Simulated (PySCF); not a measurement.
# NMR parameters of Si8F8 cubane

Si8F8 cubane, F8Si8.

Bonds: Si1-F2, Si1-Si3, Si1-Si7, Si1-Si11, Si3-F4, Si3-Si5, Si3-Si13, Si5-F6, Si5-Si7, Si5-Si15, Si7-F8, Si7-Si9, Si9-F10, Si9-Si11, Si9-Si15, Si11-F12, Si11-Si13, Si13-F14, Si13-Si15, Si15-F16.

GIAO calculations in PySCF on the PBE0-D3(BJ)/def2-SVP structure: isolated species, non-relativistic, equivalent atoms averaged; basis pcSseg-1.

Q: Give the isotropic shieldings (ppm) with KT2, PBE0.

A: 
| atoms | environment | KT2 | PBE0 |
| --- | --- | --- | --- |
| Si1/Si3/Si5/Si7/Si9/Si11/Si13/Si15 | silicon bonded to F, 3 Si | 312.3 | 312.0 |
| F2/F4/F6/F8/F10/F12/F14/F16 | fluorine bonded to Si | 342.2 | 369.8 |
| HOMO–LUMO gap (eV) | – | 2.21 | 3.70 |

Q: And the chemical shifts, against references computed in the same way?

A: 
| atoms | nucleus, reference | KT2 | PBE0 |
| --- | --- | --- | --- |
| Si1/Si3/Si5/Si7/Si9/Si11/Si13/Si15 | 29Si, TMS | 48.8 | 40.0 |
| F2/F4/F6/F8/F10/F12/F14/F16 | 19F, CFCl3 | -203.7 | -192.5 |

Q: Which part of the shielding of Si1/Si3/Si5/Si7/Si9/Si11/Si13/Si15 depends on the functional?

A: Diamagnetic: KT2 878, PBE0 875 ppm; paramagnetic: KT2 -566, PBE0 -563 ppm.

The averaged Si atoms aren't alike in the static structure (σ from 301 to 345 ppm); the average presumes fast exchange among these sites. Unscaled 19F shifts against computed CFCl3 carry errors that often reach 10 to 50 ppm.
